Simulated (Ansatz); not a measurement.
Reaction (formal exchange of groups at a C–C bond): `CC1C=C1F` + GeH₄ → `FC1=C[CH]1[GeH3]` + CH₄

Isolated molecules relaxed with PBE0-D4/def2-TZVP in Ansatz; ΔE leaves out vibrations. CBS: MP2 limit from def2 TZ/QZ plus the TZ coupled-cluster correction, frozen cores. This one scheme is used for every species. DFT in def2-TZVPP. B3LYP here is the variant with VWN-RPA as its local correlation; programs differ in this. For Ge outer-core shells are correlated without core-valence functions, which leaves a few kJ/mol of doubt a bond. Scalar relativity is left out up to krypton.

`CC1C=C1F`:

Z-matrix (Å, degrees):
```
C
C 1 1.509
H 1 1.094 2 110.9
H 1 1.094 2 111.1 3 119.4
H 1 1.093 2 110.9 3 -120.3
C 2 1.549 1 121.3 3 87.5
C 2 1.461 1 122.8 3 147.6
H 2 1.095 1 113.4 3 -59.6
H 6 1.075 2 144.6 1 -71.1
F 7 1.310 2 143.6 1 73.4
```

GeH₄:

Cartesian coordinates in Å:
```
Ge 0.000 0.000 0.000
H 1.026 -0.018 1.140
H -1.390 0.316 0.567
H -0.027 -1.373 -0.684
H 0.391 1.074 -1.023
```

`FC1=C[CH]1[GeH3]`:

Cartesian coordinates in Å:
```
F 1.159 -0.434 2.370
C 0.583 0.270 1.434
C -0.248 1.186 1.113
C 0.522 0.435 -0.020
Ge -0.400 -0.841 -1.190
H -0.986 1.942 1.303
H 1.339 0.977 -0.506
H -1.484 -1.561 -0.369
H 0.581 -1.877 -1.769
H -1.064 -0.099 -2.366
```

CH₄:

Z-matrix (Å, degrees):
```
C
H 1 1.090
H 1 1.090 2 109.5
H 1 1.090 2 109.5 3 -120.0
H 1 1.090 2 109.5 3 120.0
```

```
        level  ΔE (kcal/mol)
       B97M-V           -2.8
        B3LYP           -3.4
      r2SCAN0           -3.4
HF/def2-QZVPP           -1.6
```

(1) What does CCSD(T)/CBS give? (An estimate is asked.)

Largest T1 diagnostic among the species: 0.012.

Results:

(1) Computed: -4.6 kcal/mol. The listed levels differ from it by 1.8, 1.2, 1.2, 3.0 kcal/mol.

From BLYP to BHLYP (50 % exact exchange), in def2-TZVPP and without D4, ΔE moves by +1.2 kcal/mol. Leaving LDA and LC-ωPBE aside and taking each functional with its dispersion term where it has one, the values, not all of them listed here, spread over 1.7 kcal/mol, from BLYP-D4 to B97M-V. LDA lies +1.6 kcal/mol from PBE without D4.
